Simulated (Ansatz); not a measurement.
`CO[Si](Cl)(Cl)[SeH]` and `CO[Si](Cl)(Cl)N(C)C` differ in one atom or group.

Ansatz, PBE0-D4/def2-TZVP geometries, multiplicity 1. Each molecule was computed in one conformer, which needn't be the lowest.

Scalar relativity is left out up to krypton.

```tsv
property	`CO[Si](Cl)(Cl)[SeH]`
LUMO energy (ωB97M-V/def2-TZVPP) / eV	1.44
HOMO energy (ωB97M-V/def2-TZVPP) / eV	-9.65
HOMO energy (PBE/def2-TZVPP) / eV	-6.30
HOMO energy (PBE0/def2-TZVPP) / eV	-7.49
size of the dipole moment (PBE/def2-TZVPP) / D	1.69
size of the dipole moment (B3LYP/def2-TZVPP) / D	1.78
```

(1) Give the same properties after the change, and the shifts. (An estimate is asked.)

## Answers

(1) Ansatz gave: 
```csv
property,`CO[Si](Cl)(Cl)N(C)C`,shift
LUMO energy (ωB97M-V/def2-TZVPP) / eV,2.39,0.95
HOMO energy (ωB97M-V/def2-TZVPP) / eV,-9.27,0.38
HOMO energy (PBE/def2-TZVPP) / eV,-5.63,0.67
HOMO energy (PBE0/def2-TZVPP) / eV,-6.98,0.51
size of the dipole moment (PBE/def2-TZVPP) / D,2.85,1.16
size of the dipole moment (B3LYP/def2-TZVPP) / D,2.93,1.15
```

With PBE0 the HOMO rises by 0.51 eV and the LUMO rises by 1.45 eV, so the gap widens by about 0.94 eV. PBE moves the HOMO by 0.67 eV and ωB97M-V by 0.38 eV. Dipoles are sizes alone; their direction can turn.

B3LYP here is the variant with VWN-RPA as its local correlation; programs differ in this.

Spin–orbit coupling is left out; it splits and shifts lone-pair levels of the heavy atoms by tenths of an eV.
